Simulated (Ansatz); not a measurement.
**CH6SeSn (SMILES [CH3][SnH2][SeH]): the vertical ionisation energy from total energies**

CH6SeSn: 9 atoms, total charge 0, spin state singlet. As SMILES, `[CH3][SnH2][SeH]`. The shape is that of a PBE0-D4/def2-TZVP optimisation. This is one conformer, not always the lowest.

```xyz
9

C    -0.1745    1.1575   -0.7437
Sn    0.3005   -0.8501   -0.1907
Se    0.6444   -0.9766    2.3224
H     0.6291    1.8198   -0.4237
H    -1.1020    1.4602   -0.2582
H    -0.2959    1.2292   -1.8253
H    -0.9530   -1.9236   -0.6380
H     1.7914   -1.3595   -0.8478
H    -0.7514   -0.6032    2.5879
```

Both states at this one shape; open shells run unrestricted unless said. 1 Eh = 27.2114 eV.

```
                                                  level  program  singlet CH6SeSn (Eh)  doublet CH6SeSn+ (Eh)
                         BLYP/def2-SVP (core potential)   Ansatz          -2657.183093           -2656.873168
 MP2/def2-SVP (core potential), 14 core orbitals frozen   Ansatz          -2654.738280           -2654.416891
CCSD/def2-SVP (core potential), 14 core orbitals frozen   Ansatz          -2654.778024           -2654.460993
```

Task: Work out the vertical ionisation energy at each level.

Result: 
1. BLYP/def2-SVP (core potential): -2656.873168 − (-2657.183093) = 0.309925 Eh = 8.43 eV.
2. MP2/def2-SVP (core potential): -2654.416891 − (-2654.738280) = 0.321389 Eh = 8.75 eV.
3. CCSD/def2-SVP (core potential): -2654.460993 − (-2654.778024) = 0.317031 Eh = 8.63 eV.

No measured value is set beside it here; the levels span 8.43 to 8.75 eV. Spin-orbit coupling is left out.
